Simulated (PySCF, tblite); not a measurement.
Isomers of C6H7F2 (doublet state), one GFN2-xTB conformer each. Single-point energies are computed at B3LYP/pcH-1 (PySCF, gas phase, no added dispersion term), electronic only. GFN2-xTB treats the open shell by occupation alone, and not every SCF solution was tested for stability.

Problem. Rank them by B3LYP/pcH-1 energy, lowest first (kJ/mol).
A. `[CH:1]=[C:2]=[CH:3][C@@H:4]([CH3:5])[CH:6]([F:7])[F:8]` (doublet state) with C2–C3–C4–C5 126°, C3–C4–C6–F7 176°
B. `[CH2:1][CH2:2]/[CH:3]=[CH:4]\[CH:5]=[C:6]([F:7])[F:8]` (doublet state) with H–C1–C2–C3 -52° and 142°, C1–C2–C3–C4 -36°, C3–C4–C5–C6 -177°
C. `[CH2:1]=[C:2]=[CH:3][C@H:4]([CH3:5])[C:6]([F:7])[F:8]` (doublet state) with C2–C3–C4–C5 -136°, C3–C4–C6–F7 -72°

Solution. A (0.0), B (21.9), C (41.1).

Neighbours under 21 kJ/mol apart ([CH2]C/C=C\C=C(F)F and C=C=C[C@H](C)[C](F)F) can change places with a better method, another conformer or zero-point energy. GFN2-xTB itself gives, in the same order: 0.0, 32.2, 45.1. Both levels put the same isomer lowest; measured from each level's own lowest isomer, the values differ by up to 10.3 kJ/mol ([CH2]C/C=C\C=C(F)F: 32.2 against 21.9).

Problem. What happens when harmonic zero-point energies from GFN2-xTB frequencies are added?

Solution. 
```csv
SMILES,ZPE (kJ/mol),electronic (kJ/mol),with ZPE (kJ/mol)
[CH]=C=C[C@@H](C)C(F)F,286.9,0.0,0.0
[CH2]C/C=C\C=C(F)F,284.6,21.9,19.7
C=C=C[C@H](C)[C](F)F,287.4,41.1,41.6
```

The zero-point energies span 2.8 kJ/mol. The order is unchanged.
